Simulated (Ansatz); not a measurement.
Basis-set extrapolation for C$_{2}$H$_{6}$FNOSi, SMILES `C=C[Si](N)(O)F` (PBE0-D4/def2-TZVP geometry, frozen core, Ansatz). Multiplicity 1, RHF reference.

```
                      def2-TZVPP   def2-QZVPP
                 HF  -597.218943  -597.243317
    MP2 correlation    -1.138350    -1.228599
CCSD(T) correlation    -1.214522      not run
```

Energies in hartree. Use E(X) = E(∞) + A·exp(−7.88·√X) for Hartree–Fock and E(X) = E(∞) + B·X^(−2.97) for correlation, with X = 3 and 4, and add CCSD(T) minus MP2 of the smaller set to the MP2 limit.

**Question.** What is the CCSD(T) energy at the basis-set limit?

**Answer.** HF limit: -597.243317 + (-0.024374) × 0.13774 = -597.24667. MP2 limit: -1.228599 + (-0.090249) × 0.74074 = -1.29545. Higher-order term: -1.214522 − (-1.138350) = -0.07617. Total: -598.61829 hartree, 485.3 kJ/mol below CCSD(T)/def2-TZVPP.
